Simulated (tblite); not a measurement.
Species: CHBBrF3O.
Cartesian coordinates in Å at the GFN2-xTB level; atoms count from 1:
```
atom  x, y, z in Å
F1    -1.3742    0.1063   -1.1737
C2    -1.0576   -0.1049    0.1094
F3    -1.2639    1.0559    0.7423
F4    -1.9300   -0.9766    0.5910
O5     0.1773   -0.5557    0.2619
B6     1.3025    0.1052   -0.1279
Br7    2.8782   -0.7774    0.2176
H8     1.2769    1.1567   -0.6453
```

All values are computed: GFN2-xTB (tblite) harmonic vibrations without scaling, gas phase. This tight-binding method is rough: wavenumbers can miss measured ones by several per cent, in bad cases by 10 to 20. Modes of hydrogen on boron can be 10 to 20 % off. One conformer, not necessarily the lowest.

Harmonic wavenumbers (cm⁻¹): 52.8, 89.0, 116.3, 209.2, 385.0, 393.8, 536.2, 560.7, 592.5, 732.8, 771.6, 849.4, 1060.7, 1062.9, 1119.3, 1145.2, 1231.6, 2639.7.

A = 5300, B = 659.1, C = 652.1 MHz; mass 175.926 u (most abundant isotopes); point group Cs, symmetry number 1.

Question: What is the zero-point energy?

Answer: Half the sum of the wavenumbers: 6774 cm⁻¹ = 81.04 kJ/mol.

Question: Entropy at 298.15 K, 1 bar (ideal gas, RRHO, classical rotation)?

Answer: Translation 173.33, rotation 122.74, vibration 75.86: S = 371.9 J/(mol K).

Question: And Cp and H(298.15 K) − H(0)?

Answer: Cp = 105.96 J/(mol K), of which vibrations give 72.70 (their classical limit is 18 R = 149.7); H(298.15 K) − H(0) = 21.44 kJ/mol without the zero-point energy, 11.53 from vibrations.

Question: How do the functions run with temperature in this model?

Answer: 
```csv
T (K),S (J/(mol K)),Cp (J/(mol K)),H − H(0) (kJ/mol),G − H(0) (kJ/mol),ln q(vib)
150,311.6,72.8,8.14,-38.59,2.08
250,354.2,95.8,16.58,-71.96,3.72
400,405.7,123.8,33.19,-129.09,6.03
600,460.6,146.0,60.40,-215.94,8.88
900,523.2,161.9,106.92,-363.98,12.61
```

q(vib) and H(0) count from the zero-point level.

Question: Blend soft modes into free rotors: weight 1/[1 + (100 cm⁻¹/ν̃)⁴] for the oscillator and the rest for a rotor with moment μB/(μ + B), μ = h/(8π²ν), B = 10⁻⁴⁴ kg m². What vibrational entropy results?

Answer: 68.66 J/(mol K) in place of 75.86, which changes −T·S at 298.15 K by +2.15 kJ/mol.

Question: Which modes carry the vibrational entropy at 298.15 K?

Answer: 52.8 cm⁻¹: 19.71; 89.0 cm⁻¹: 15.41; 116.3 cm⁻¹: 13.23; 209.2 cm⁻¹: 8.58; 385.0 cm⁻¹: 4.27; 393.8 cm⁻¹: 4.12 J/(mol K); the other 12 give 10.55 together.

Question: What must be added to the electronic energy to get the Gibbs energy at 298.15 K and 1 bar?

Answer: ZPE + [H(298.15 K) − H(0)] − T·S = 81.04 + 21.44 − 110.89 = -8.41 kJ/mol.

Hindered rotation and anharmonicity are outside this model. Other conformers, if any are populated, would add a mixing term that is left out.
